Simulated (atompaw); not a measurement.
## Before and after: PAW (atompaw) potential for nitrogen (N)

- Element: nitrogen (N)
- Generator: atompaw 4.2.0.5
- Type: PAW
- Functional: LDA (PW92)
- Relativity: non-relativistic
- Frozen core: [He]
- Valence charge: 5
- Reference configuration: 2s2 2p2.75 (charge +0.25)
- Partial waves: 2s (bound): rc 1.15 bohr; 2s channel at 0.25 Ry: rc 0.70 bohr; 2p (bound): rc 1.15 bohr; 2p channel at -0.3 Ry: rc 1.15 bohr
- Local potential: vpsmatchnc scheme with l = 2 at 0.5 Ry, radius 0.95 bohr
- Core correction: smooth core density matched at 0.80 bohr
- Augmentation charge: sinc compensation charge, radius 1.00 bohr; PAW radius 1.15 bohr; waves and projectors: custom rrkj gramschmidtortho

All-electron outer shells of the reference configuration (LDA (PW92), non-relativistic, ld1.x):

```json
{"shell": "2s", "level (eV)": "-21.54", "outermost node (bohr)": "0.32", "outermost maximum (bohr)": "1.02"}
{"shell": "2p", "level (eV)": "-10.30", "outermost node (bohr)": "–", "outermost maximum (bohr)": "0.96"}
```

Change: all radii scaled by about 1.06 (s 1.22, p 1.22 bohr); local potential vpsmatchnc scheme with l = 2 at 0.5 Ry, radius 1.02 bohr; augmentation sinc compensation charge, radius 1.06 bohr; PAW radius 1.22 bohr; waves and projectors: custom rrkj gramschmidtortho; core correction smooth core density matched at 0.86 bohr.

Cutoffs: the cutoffs (Ry, on a coarse ladder) from which the occupation-weighted sum of valence levels, in a spherical-Bessel basis at the reference potential, stays within 10 and 1 mRy of its value at 400 Ry; they do not see the model core or the augmentation charge, which bear on the density cutoff.

Q: What does the change do?

A: The potential gets softer (50 Ry and 60 Ry → 45 Ry and 55 Ry); neither file shows a bound ghost. A larger radius leaves more room for a smooth pseudo-wave, so fewer plane waves are needed.

```tsv
quantity	base	changed
cutoff, loose	50 Ry	45 Ry
cutoff, tight	60 Ry	55 Ry
loose cutoff by channel (10 mRy a level)	s 10 Ry, p 45 Ry	s 12 Ry, p 40 Ry
bound ghosts	none	none
lowest overlap eigenvalue by channel	s 0.06, p 0.96	s 0.09, p 0.95
```

 The cutoffs see the waves, projectors and local potential, not the compensation charge or the core.
